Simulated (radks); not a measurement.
Problem. All-electron atom: the neodymium ion Nd+ in [Xe] 4f4 6s1. All-electron calculation, Dirac Kohn-Sham, Wu-Cohen GGA, spin-unpolarised, spherical densities, point nucleus; open shells fill j = l - 1/2 first. Program: a radial shooting solver on a logarithmic mesh with Libxc functionals. Some entries of the table are withheld. Estimate them.

orbital,occ.,eigenvalue (eV),<1/r> (bohr^-1)
1s1/2,2,(1),66.05
2s1/2,2,-7015.304,15.63
2p1/2,2,-6637.941,15.62
2p3/2,4,-6117.794,14.03
3s1/2,2,-1526.143,(2)
3p1/2,2,(3),5.577
3p3/2,4,(4),5.181
3d3/2,4,-979.9816,5.051
3d5/2,6,-957.5409,4.951
4s1/2,2,(5),2.353
4p1/2,2,-247.0601,2.248
4p3/2,4,-224.5217,2.115
4d3/2,4,-124.5161,1.894
4d5/2,6,-120.5377,1.861
5s1/2,2,-46.3505,0.9021
5p1/2,2,-30.1394,(6)
5p3/2,4,-27.0994,(7)
6s1/2,1,-8.1297,0.3149
4f5/2,4,-7.7785,1.253
4f7/2,0,-7.3749,1.237

Solution. 
(1) 1s1/2 eigenvalue (eV): -43364.23
(2) 3s1/2 <1/r> (bohr^-1): 5.663
(3) 3p1/2 eigenvalue (eV): -1364.897
(4) 3p3/2 eigenvalue (eV): -1261.088
(5) 4s1/2 eigenvalue (eV): -307.8978
(6) 5p1/2 <1/r> (bohr^-1): 0.7907
(7) 5p3/2 <1/r> (bohr^-1): 0.7437
